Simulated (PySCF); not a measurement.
# Exercise with solution: entropy of an ideal gas

Cd(Me) (CH3Cd), SMILES [CH3][Cd+], charge +1.

Coordinates come from a B3LYP-D3(BJ)/def2-TZVP optimisation. The spin state was assumed, not searched. The isomer is the one that the SMILES or the coordinates give; other isomers of the formula were not compared. The def2 effective core potentials stand for the cores of Cd; spin–orbit coupling is left out.

B3LYP-D3(BJ)/def2-TZVP run with PySCF gives the harmonic wavenumbers 385, 773, 773, 1143, 1423, 1423, 3079, 3227, 3227 cm⁻¹ and the rotational temperatures 7.1685, 0.3519, 0.3519 K. The molar mass is 127.45 g/mol, the symmetry number 3, the spin multiplicity 1.

### Question
Work out the entropy at 298.15 K and 1 atm in the rigid-rotor, harmonic-oscillator model.

### Answer

Translation (Sackur–Tetrode at 1 atm): S = R[1.5 ln M + 2.5 ln T − 1.16487] = 169.2 J/(mol K).
Rotation: q = (√π/σ) T^1.5/√(θA θB θC) = 3230, S = R[ln q + 3/2] = 79.7 J/(mol K).
Vibration: with u = 1.4388 ν/T, each mode gives R[u/(e^u − 1) − ln(1 − e^−u)]:
| ν (cm⁻¹) | modes | u | S (J/(mol K)) |
|---|---|---|---|
| 385 | 1 | 1.86 | 4.27 |
| 773 | 2 | 3.73 | 1.93 |
| 1143 | 1 | 5.52 | 0.22 |
| 1423 | 2 | 6.87 | 0.14 |
The stiffer modes add less than 0.005 each. Sum 6.5 J/(mol K).
Spin: R ln 1 = 0.0 J/(mol K).
Total 255.4 J/(mol K); the program's own thermochemistry gives 255.4. Translation makes up 66 % and vibration 3 %. Anharmonicity, hindered rotation and orbital degeneracy are left out.
